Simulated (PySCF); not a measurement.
Record of a relaxation.

Species: 4-bromophenyl methyl sulfone, C₇H₇BrO₂S.
Numbering: `[CH3:1][S:2](=[O:3])(=[O:4])[c:5]1[cH:6][cH:7][c:8]([Br:9])[cH:10][cH:11]1` (hydrogens: H12, H13, H14 on C1; H15 on C6; H16 on C7; H17 on C10; H18 on C11)

Computed by this run: PySCF 2.14.0, PBE0-D3(BJ)/def2-SVP geometry optimisation, gas phase; density fitting, grid level 2; the optimiser is geomeTRIC in internal coordinates, started from a GFN2-xTB structure. 5 of its 6 geometries are shown. The frame can shift and turn from step to step; on so coarse a grid that alone can change the energy by a few meV, and forces under 0.02 eV/Å are noise.

Step 0: E = -92302.3011 eV, largest atomic force 1.682 eV/Å
```
atom  x, y, z in Å  |  force x, y, z in eV/Å
C1     -2.587   -0.120   -0.828    0.591  -0.188   0.753
S2     -1.775   -0.580    0.732    0.245   0.527  -1.246
O3     -1.883   -2.001    0.901    0.076  -1.671  -0.171
O4     -2.268    0.277    1.773   -0.433   1.302   0.964
C5     -0.056   -0.165    0.408   -0.680  -0.115  -0.007
C6      0.781   -1.126   -0.126    0.039  -0.093   0.002
C7      2.094   -0.800   -0.417   -0.037   0.041   0.015
C8      2.536    0.491   -0.164    0.690   0.175  -0.153
Br9     4.332    0.950   -0.573   -0.262  -0.069   0.064
C10     1.701    1.454    0.383   -0.025  -0.051  -0.020
C11     0.390    1.116    0.670    0.019   0.083   0.067
H12    -2.125   -0.686   -1.626    0.216  -0.268  -0.418
H13    -3.637   -0.368   -0.743   -0.508  -0.189   0.213
H14    -2.459    0.945   -0.970    0.069   0.533  -0.104
H15     0.397   -2.121   -0.291   -0.131  -0.511  -0.106
H16     2.768   -1.533   -0.833    0.274  -0.311  -0.166
H17     2.072    2.447    0.580    0.149   0.408   0.090
H18    -0.290    1.827    1.112   -0.292   0.398   0.223
```

Step 1: E = -92302.4113 eV, largest atomic force 0.258 eV/Å
```
atom  x, y, z in Å  |  force x, y, z in eV/Å
C1     -3.642   -0.712   -0.399   -0.126   0.021  -0.088
S2     -2.848   -1.155    1.134    0.010  -0.077   0.208
O3     -2.942   -2.610    1.274   -0.021   0.243  -0.016
O4     -3.347   -0.249    2.170    0.046  -0.166  -0.192
C5     -1.138   -0.751    0.838    0.059   0.004   0.018
C6     -0.287   -1.728    0.328   -0.050  -0.057  -0.027
C7      1.044   -1.411    0.081    0.038  -0.033  -0.023
C8      1.502   -0.121    0.358   -0.144  -0.049   0.062
Br9     3.296    0.304    0.038    0.212   0.057  -0.054
C10     0.653    0.851    0.890    0.022   0.051   0.009
C11    -0.677    0.530    1.137   -0.076   0.040   0.009
H12    -3.204   -1.294   -1.221   -0.015  -0.001   0.056
H13    -4.703   -0.975   -0.262    0.062   0.021  -0.011
H14    -3.531    0.367   -0.570   -0.004  -0.043   0.030
H15    -0.671   -2.735    0.144    0.009   0.035   0.006
H16     1.731   -2.161   -0.319   -0.027   0.027   0.025
H17     1.036    1.849    1.114   -0.014  -0.045   0.001
H18    -1.362    1.261    1.576    0.019  -0.027  -0.014
```

Step 2: E = -92302.4144 eV, largest atomic force 0.130 eV/Å
```
atom  x, y, z in Å  |  force x, y, z in eV/Å
C1     -3.659   -0.717   -0.400    0.009   0.015  -0.040
S2     -2.846   -1.151    1.128   -0.091  -0.047   0.079
O3     -2.946   -2.602    1.274    0.036   0.084  -0.006
O4     -3.348   -0.244    2.159    0.050  -0.043  -0.057
C5     -1.134   -0.748    0.830    0.007   0.007  -0.015
C6     -0.283   -1.726    0.321   -0.011   0.015   0.012
C7      1.051   -1.411    0.085    0.059  -0.004  -0.015
C8      1.513   -0.124    0.369   -0.063  -0.002   0.013
Br9     3.318    0.308    0.049   -0.047  -0.023   0.006
C10     0.660    0.848    0.896    0.038   0.025  -0.003
C11    -0.674    0.532    1.132    0.000  -0.019   0.011
H12    -3.228   -1.305   -1.220   -0.005  -0.006  -0.001
H13    -4.716   -0.979   -0.252    0.012  -0.001   0.017
H14    -3.550    0.361   -0.576    0.001  -0.001  -0.001
H15    -0.669   -2.730    0.132    0.004   0.000  -0.002
H16     1.737   -2.161   -0.311    0.000  -0.006   0.001
H17     1.043    1.843    1.128   -0.001   0.004   0.004
H18    -1.359    1.263    1.569    0.002   0.002  -0.003
```

Step 4: E = -92302.4150 eV, largest atomic force 0.024 eV/Å
```
atom  x, y, z in Å  |  force x, y, z in eV/Å
C1     -3.660   -0.720   -0.407    0.006  -0.004   0.006
S2     -2.847   -1.147    1.124    0.024   0.002   0.000
O3     -2.941   -2.596    1.278   -0.010  -0.006  -0.001
O4     -3.344   -0.235    2.151   -0.018   0.004   0.000
C5     -1.135   -0.744    0.825   -0.005   0.006  -0.007
C6     -0.285   -1.724    0.317    0.007   0.011   0.001
C7      1.051   -1.411    0.086    0.002  -0.007  -0.003
C8      1.511   -0.125    0.376    0.008   0.003  -0.001
Br9     3.317    0.302    0.062    0.005  -0.006  -0.001
C10     0.662    0.849    0.903   -0.013  -0.004   0.002
C11    -0.674    0.533    1.133    0.004   0.002   0.008
H12    -3.234   -1.316   -1.223   -0.002  -0.004   0.000
H13    -4.716   -0.980   -0.250   -0.009   0.003  -0.003
H14    -3.550    0.356   -0.589    0.002   0.001  -0.001
H15    -0.672   -2.727    0.125    0.001  -0.001   0.000
H16     1.738   -2.161   -0.308    0.003  -0.002  -0.001
H17     1.047    1.842    1.140    0.000   0.002   0.000
H18    -1.359    1.263    1.570   -0.003   0.001  -0.001
```

Step 5: E = -92302.4150 eV, largest atomic force 0.022 eV/Å
```
atom  x, y, z in Å  |  force x, y, z in eV/Å
C1     -3.660   -0.722   -0.410    0.001  -0.002   0.000
S2     -2.848   -1.146    1.123    0.001  -0.002  -0.016
O3     -2.943   -2.595    1.278    0.003  -0.006   0.005
O4     -3.348   -0.232    2.146   -0.001   0.004   0.004
C5     -1.135   -0.743    0.825    0.002   0.005   0.005
C6     -0.284   -1.722    0.317   -0.008  -0.015  -0.007
C7      1.052   -1.411    0.087   -0.006   0.003   0.003
C8      1.512   -0.126    0.378   -0.004   0.003   0.004
Br9     3.319    0.301    0.067    0.005  -0.003  -0.001
C10     0.662    0.848    0.906   -0.004   0.020   0.008
C11    -0.674    0.534    1.135    0.011  -0.008  -0.002
H12    -3.234   -1.321   -1.224   -0.002  -0.001   0.001
H13    -4.716   -0.980   -0.253    0.001   0.004  -0.002
H14    -3.548    0.354   -0.594    0.002  -0.001  -0.003
H15    -0.672   -2.725    0.124    0.000  -0.001   0.001
H16     1.738   -2.162   -0.308   -0.002   0.000   0.002
H17     1.048    1.840    1.144    0.000   0.001   0.000
H18    -1.359    1.264    1.572    0.002  -0.001  -0.002
```

Question: Summarise the path.

Answer: The energy falls by 2.63 kcal/mol from step 0 to step 5; nine tenths of that is first reached at step 1. It falls at every step. The largest force goes from 1.682 to 0.022 eV/Å. Among the bonds C1–S2 changes most, from 1.817 to 1.785 Å; the atoms move by 0.060 Å rms after alignment.

Question: Follow the three bonds and two angles with the largest change from start to end.

Answer: 
| step | E above end (kcal/mol) | largest force (eV/Å) | C1–S2 (Å) | S2=O3 (Å) | S2=O4 (Å) | S2–C1–H13 (°) | O3–S2–O4 (°) |
| --- | --- | --- | --- | --- | --- | --- | --- |
| 0 | 2.63 | 1.682 | 1.817 | 1.436 | 1.436 | 108.0 | 118.6 |
| 1 | 0.09 | 0.258 | 1.782 | 1.464 | 1.464 | 105.3 | 121.7 |
| 2 | 0.02 | 0.130 | 1.784 | 1.462 | 1.462 | 105.3 | 121.5 |
| 3 | 0.01 | 0.064 | 1.785 | 1.461 | 1.461 | 105.1 | 121.5 |
| 4 | 0.00 | 0.024 | 1.785 | 1.460 | 1.460 | 105.0 | 121.6 |
| 5 | 0.00 | 0.022 | 1.785 | 1.460 | 1.460 | 105.0 | 121.6 |

What follows is the cost of the whole optimisation. Hardware: one thread, Arm Neoverse V1 (aarch64), shared host. Cost: 3.0 min wall, 1.1 GiB resident at most.
